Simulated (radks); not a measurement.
Problem. Species: the zinc ion Zn+. Configuration: [Ar] 3d10 4s1. All-electron calculation, non-relativistic Kohn-Sham, r2SCAN, spin-polarised, spherical densities, point nucleus; open shells are filled with parallel spins first; meta-GGA in the generalised Kohn-Sham scheme. Program: a radial shooting solver on a logarithmic mesh with Libxc functionals. Some entries of the table are withheld. Estimate them.

orbital,occ.,eigenvalue (eV),r(max) (bohr)
1s up,1,-9442.585,0.03372
1s down,1,-9442.541,0.03372
2s down,1,-1152.219,0.1923
2s up,1,-1152.179,0.1923
2p down,3,-1014.725,0.1536
2p up,3,-1014.709,0.1536
3s down,1,-138.7479,(1)
3s up,1,-138.7413,(2)
3p up,3,-94.5015,0.5965
3p down,3,-94.4916,0.5966
3d up,5,(3),0.5689
3d down,5,(4),0.5681
4s up,1,-14.5686,2.046
4s down,0,-12.2650,2.027
4p up,0,-7.9078,2.457

Solution. 
(1) 3s down r(max) (bohr): 0.5964
(2) 3s up r(max) (bohr): 0.5963
(3) 3d up eigenvalue (eV): -20.4112
(4) 3d down eigenvalue (eV): -20.2119
